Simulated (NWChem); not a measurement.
Species: CH₂F₂O₂Si; SMILES [Si]1(OCO1)(F)F

```xyz
8

F      0.0000    -1.2634     1.3402
Si     0.0000     0.0000     0.3706
F      0.0000     1.2634     1.3402
O     -1.1048     0.0000    -0.8671
C      0.0000     0.0000    -1.7740
O      1.1048     0.0000    -0.8671
H      0.0000    -0.9092    -2.3975
H      0.0000     0.9092    -2.3975
```
Atoms are numbered in this order, from 1.

Computed with NWChem. Medium grid unless said otherwise, to which SCAN and Minnesota functionals are sensitive. The geometry was optimised at PBE0/def2-SVP. Total energies of different functionals are on different scales.

| level | energy (Ha) | highest occupied level (eV) | orbital gap (eV) | dipole (D) |
|---|---|---|---|---|
| B3LYP/def2-SVP | -678.7227 | -8.76 | [?] | 1.41 |
| PBE/def2-SVP | -678.1684 | -7.33 | 7.03 | 1.29 |
| M06-L/def2-SVP | -678.6560 | -7.75 | 8.01 | 1.39 |
| B97-2/def2-SVP | -678.5937 | -8.81 | 9.52 | 1.45 |
| r2SCAN/def2-SVP | -678.5081 | -7.77 | 8.01 | 1.40 |
| SCAN/def2-SVP | -678.6177 | -7.79 | 7.93 | 1.43 |
| r2SCAN0/def2-SVP | -678.4507 | -9.36 | 10.44 | 1.53 |

### Question
What belongs in the gaps?

### Answer

- B3LYP/def2-SVP, orbital gap (eV): 9.18
